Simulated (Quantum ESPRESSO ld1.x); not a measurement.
Bi37+, 46 electrons, occupied as [Kr] 4d10. Method: scalar-relativistic Kohn-Sham, LDA (Slater exchange, VWN5 correlation), spin-polarised, spherical densities, point nucleus; computed with ld1.x of Quantum ESPRESSO 7.5.

Normalised radial functions P(r) = r R(r), r in bohr:

```
   r/bohr * 4d (the largest magnitude, 1.8, reaches the edge; | marks zero)
 0.002024                             *
 0.002901                             *
 0.004158                             *
 0.005959                             *
 0.008541                             *
  0.01234                             *
  0.01769                             |*
  0.02535                             |  *
  0.03634                             |    *
  0.05209                             |         *
  0.07526                             |               *
   0.1079                             |                *
   0.1546                             |        *
   0.2216                  *          |
   0.3176  *                          |
   0.4553      *                      |
   0.6578                    *        |
   0.9429                            *|
```

4d: eigenvalue -1768.3 eV, 1 radial node at r = 0.184 bohr, <r> = 0.373 bohr, 90 % of the charge inside 0.544 bohr.
